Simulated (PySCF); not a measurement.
TlH₂⁻: from structure and modes to constants

Computed with PySCF, PBE0, basis Tl def2-TZVPD with ECP60, H def2-TZVPD (scalar-relativistic core potentials, no spin–orbit coupling, density fitting).

The singlet minimum has C2v symmetry. Masses (u): Tl 204.97441, H 1.00782.

```xyz
3
charge -1 multiplicity 1, angstrom
Tl    0.0000    0.0000   -0.0132
H     1.4053    0.0000    1.3385
H    -1.4053    0.0000    1.3385
```

Harmonic wavenumbers (cm⁻¹): 623.6 (a1, ×1), 1152.9 (a1, ×1), 1162.1 (b2, ×1).

(1) What is the harmonic zero-point energy?

(2) Find the vibrational entropy and heat capacity at 298.15 K.

## Answers

(1) Half the sum of all 3 wavenumbers, 2939/2 = 1469 cm⁻¹, which is 17.6 kJ/mol (1 cm⁻¹ = 0.0119627 kJ/mol).

(2) With u = 1.43878 ω/T, each mode gives S = R[u/(eᵘ−1) − ln(1−e⁻ᵘ)] and C = R u² eᵘ/(eᵘ−1)².
```json
{"ω (cm⁻¹)": "623.6", "u": "3.009", "S (J/(mol K))": "1.72", "C (J/(mol K))": "4.11"}
{"ω (cm⁻¹)": "1152.9", "u": "5.564", "S (J/(mol K))": "0.21", "C (J/(mol K))": "0.99"}
{"ω (cm⁻¹)": "1162.1", "u": "5.608", "S (J/(mol K))": "0.20", "C (J/(mol K))": "0.97"}
```
The sums over all modes are S = 2.1 and C = 6.1 J/(mol K); the softest mode gives 81 % of the entropy.

Other isomers or separated fragments may lie lower. The lowest empty level of this anion is unbound, so it and the gap depend on the basis. No spin–orbit coupling is included, which matters more the heavier the element.
